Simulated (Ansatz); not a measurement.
Consider the silylene formation by 1,1-elimination: `O[SiH](F)N[SiH3]` → `N[SiH3]` + `O[Si]F`.

Computed with Ansatz on PBE0-D4/def2-TZVP structures; ΔE is electronic, products minus reactants. CCSD(T)/CBS is the MP2 limit (def2-TZVPP, def2-QZVPP) plus CCSD(T) − MP2 in def2-TZVPP, frozen cores. This one scheme is used for every species. Functionals use def2-TZVPP. B3LYP here is the variant with VWN-RPA as its local correlation; programs differ in this. One conformer a species, not always the lowest.

```
             level  ΔE (kJ/mol)  difference from CCSD(T)/CBS
            PBE-D4        202.1                        -21.5
         r2SCAN-D4        233.8                         10.2
           PBE0-D4        223.1                         -0.5
          B3LYP-D4        210.8                        -12.8
           ωB97X-V        225.7                          2.1
           ωB97M-V        209.4                        -14.2
            B2PLYP        210.5                        -13.1
               PBE        191.7                        -31.9
            r2SCAN        231.0                          7.4
              PBE0        214.0                         -9.6
             B3LYP        194.1                        -29.5
     HF/def2-TZVPP        226.7                          3.1
    MP2/def2-TZVPP        233.2                          9.6
SCS-MP2/def2-TZVPP        225.8                          2.2
   CCSD/def2-TZVPP        220.1                         -3.5
CCSD(T)/def2-TZVPP        219.6                         -4.0
     HF/def2-QZVPP        227.2                          3.6
    MP2/def2-QZVPP        235.7                         12.1
SCS-MP2/def2-QZVPP        228.9                          5.3
      HF/CBS(def2)        227.3                          3.7
     MP2/CBS(def2)        237.2                         13.6
    CCSD/CBS(def2)        224.1                          0.5
       CCSD(T)/CBS        223.6                            0
```

Largest T1 diagnostic among the species: 0.015.

From PBE to PBE0 (25 % exact exchange), in def2-TZVPP and without D4, ΔE moves by +22.3 kJ/mol. The D4 term adds +16.7 kJ/mol with B3LYP and +9.1 kJ/mol with PBE0; it sums over pairs of atoms, weighted by their polarisabilities, and B3LYP, whose exchange is more repulsive, gets the larger term.
